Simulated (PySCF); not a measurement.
# Relaxation of singlet Au₃O⁺

Computed with PBE0/[O def2-SVP, Au def2-SVP with ECP60], scalar-relativistic core potentials, density fitting, no spin–orbit coupling, PySCF. A (50,194) grid was used.

A hand-made trigonal planar start, of D3h symmetry, held to at least that symmetry:

Coordinates in bohr (charge 1 multiplicity 1):
```
O     0.0000    0.0000    0.0000
Au    3.4631    0.0000    0.0000
Au   -1.7316    2.9992    0.0000
Au   -1.7316   -2.9992    0.0000
```

(1) What does it relax to?

(2) How much energy is released, and in how many steps?

## Answers

(1) It ends at D3h with O–Au 2.020 Å (×3); Au–O–Au 120.0° (×3). A frequency run shows 1 imaginary mode, down to 115i cm⁻¹, so it is a saddle point. Other isomers or separated fragments may lie lower.

(2) 107.5 kJ/mol in 5 steps.

With an element this heavy the missing spin–orbit coupling can shift these numbers.
